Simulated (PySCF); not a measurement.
Structure problem from calculated spectra and properties.

Formula: C8H15NSi.

| Item | Value |
| --- | --- |
| 13C NMR | chemical shifts (computed TMS as zero) by class: 146.2 (3 C), 143.4 (3 C), 41.8 (1 C), 25.3 (1 C) ppm [GIAO B3LYP/pcSseg-1] |
| UV, first state | lowest singlet excitation: 4.62 eV (268 nm, f = 0.013) [TDDFT B3LYP/def2-SVPD] |
| Triplet | lowest triplet excitation (Tamm–Dancoff): 4.17 eV [TDA B3LYP/def2-SVPD] |
| Dipole | 0.54 D [B3LYP/def2-SVPD] |
| Rotational structure | rotational constants A, B, C: 1.077, 0.841, 0.768 GHz [PBE0-D3(BJ)/def2-SVP] |
| XPS | Si2p3/2 106.0, C1s 289.6 (×3), C1s 290.0 (×3), C1s 290.3, C1s 291.2, N1s 403.8, Si1s 1845.9 eV [ΔSCF SCAN, pcX-2 on the ionised atom, pcseg-1 elsewhere, spin-free X2C, 2p3/2 from a spin–orbit splitting computed afterwards within the 2p shell] |
| 1H NMR | chemical shifts (computed TMS as zero) by class: 6.30 (3 H), 6.29 (1 H), 6.29 (1 H), 6.17 (1 H), 6.11 (3 H), 2.84 (2 H), 1.02 (3 H), -0.16 (1 H) ppm [GIAO B3LYP/pcSseg-1] |
| NMR, other nuclei | isotropic shieldings of nuclei other than C and H, by class: 211 (1 N), 364 (1 Si) ppm [GIAO B3LYP/pcSseg-1] |

The electronic properties come from PySCF, for the isolated species, density fitting. Levels stand in brackets. One conformer (not necessarily the lowest) at the PBE0-D3(BJ)/def2-SVP geometry, without solvent, vibrations or thermal averaging. NMR values are class means; diastereotopic atoms form classes of their own.

Question: Give a SMILES that accounts for the data.

Answer: 8 carbons fall into 4 classes; from least to most shielded: carbon bonded to C, Si and H (146.2 ppm, 3 C, up to 5.2 ppm apart in this geometry), carbon bonded to C and 2 H (143.4 ppm, 3 C, up to 3.1 ppm apart in this geometry), carbon bonded to C, N and 2 H (41.8 ppm), carbon bonded to C and 3 H (25.3 ppm). Hydrogen classes from least to most shielded: 3 H on 3 like atoms (carbon bonded to C, Si and H) (6.30 ppm), 1 H on a carbon bonded to C and 2 H (6.29 ppm), 1 H on a carbon bonded to C and 2 H (6.29 ppm), 1 H on a carbon bonded to C and 2 H (6.17 ppm), 3 H on 3 like atoms (carbon bonded to C and 2 H) (6.11 ppm), 2 H on a carbon bonded to C, N and 2 H (2.84 ppm), 3 H on a carbon bonded to C and 3 H (1.02 ppm), 1 H on a nitrogen bonded to C, Si and H (-0.16 ppm). The other shieldings belong to: 211 ppm, nitrogen bonded to C, Si and H; 364 ppm, silicon bonded to 3 C and N. The core levels belong to: Si2p3/2 106.0 eV, silicon bonded to 3 C and N; C1s 289.6 eV, carbon bonded to C, Si and H; C1s 290.0 eV, carbon bonded to C and 2 H; C1s 290.3 eV, carbon bonded to C and 3 H; C1s 291.2 eV, carbon bonded to C, N and 2 H; N1s 403.8 eV, nitrogen bonded to C, Si and H; Si1s 1845.9 eV, silicon bonded to 3 C and N. One atom of each topological class was ionised and stands for its class. The hole state at 289.6 eV has ⟨S²⟩ = 0.83 against 0.75, so that value is less sure. The optimised geometry has point group C1 and is an asymmetric top. Structure: `C=C[Si](C=C)(C=C)NCC` (Si(vinyl)3(NHEt)). Computed isomers that give other values at the same levels: `C=CCN(C)[Si@@H](C)C#CC` (rotational constant A: 1.590 GHz; this holds for the one conformer computed); `C=C[Si](C=C)(C=C)N(C)C` (13C chemical shifts (computed TMS as zero) by class: 144.7 (3 C), 143.8 (3 C), 40.1 (2 C) ppm). The assignments are read from this structure; whether some other isomer fits the data as well wasn't checked.
